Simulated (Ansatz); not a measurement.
Ansatz (an electronic-structure program) was given this input:
Ansatz 0.2 input:
```yaml
crystal:
  periodic: [false, false, false]
  atoms:
    - {symbol: Cl, position_ang: [-0.00000000, -0.00000000, -1.77742018]}
    - {symbol: Br, position_ang: [0.00000000, 0.00000000, 0.86331837]}
basis:
  gaussian:
    orbitals: 6-31G*
hamiltonian:
  xc: cam_b3lyp
magnetization: {spin_polarized: true, initial_magnetization: 2}
```

Task: What does this run give for the <S^2>, total energy, number of basis functions?

Result: 
- <S^2>: 2.005
- total energy: -3034.0844 Eh
- number of basis functions: 54
